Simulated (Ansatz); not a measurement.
CH$_{7}$BClNSi, SMILES `N[SiH2]CBCl` at its PBE0-D4/def2-TZVP geometry, where that method's forces vanish. The species carries charge 0 and has multiplicity 1.

```
atom    x (Å)    y (Å)    z (Å)
  N1  -0.1891  -0.7048  -1.7220
 Si2  -0.8027  -0.7250  -0.1179
  C3  -0.2944   0.8644   0.7702
  B4   1.2321   0.9492   0.8291
 Cl5   2.1230   0.3146   2.2030
  H6   0.7995  -0.6194  -1.8963
  H7  -0.6291  -1.2735  -2.4271
  H8  -0.3552  -1.8673   0.7310
  H9  -2.2831  -0.7922  -0.2324
 H10  -0.7335   1.6684   0.1721
 H11  -0.7670   0.8089   1.7555
 H12   1.8996   1.3767  -0.0651
```

(1) For each bond, give half the difference of the two atoms' forces along it (eV/Å; positive pushes the atoms apart) under PBE-D4, r2SCAN-D4, B3LYP-D4, ωB97M-V in def2-TZVPP. (Estimate.)

## Answers

(1) Computed: 
| bond | length (Å) | PBE-D4 | r2SCAN-D4 | B3LYP-D4 | ωB97M-V |
| --- | --- | --- | --- | --- | --- |
| N1–Si2 | 1.718 | 0.07 | 0.00 | 0.12 | 0.13 |
| N1–H6 | 1.007 | 0.20 | 0.02 | -0.02 | -0.03 |
| N1–H7 | 1.007 | 0.19 | 0.02 | -0.01 | -0.02 |
| Si2–C3 | 1.890 | 0.05 | 0.03 | 0.09 | 0.00 |
| Si2–H8 | 1.492 | 0.02 | -0.02 | -0.11 | -0.14 |
| Si2–H9 | 1.486 | 0.06 | -0.03 | -0.13 | -0.16 |
| C3–B4 | 1.530 | -0.06 | -0.01 | 0.02 | 0.08 |
| C3–H10 | 1.094 | 0.11 | -0.01 | -0.06 | -0.06 |
| C3–H11 | 1.094 | 0.11 | -0.01 | -0.05 | -0.05 |
| B4–Cl5 | 1.756 | 0.13 | 0.12 | 0.21 | 0.13 |
| B4–H12 | 1.195 | 0.06 | -0.06 | -0.18 | -0.18 |

B3LYP here is the variant with VWN-RPA as its local correlation; programs differ in this.
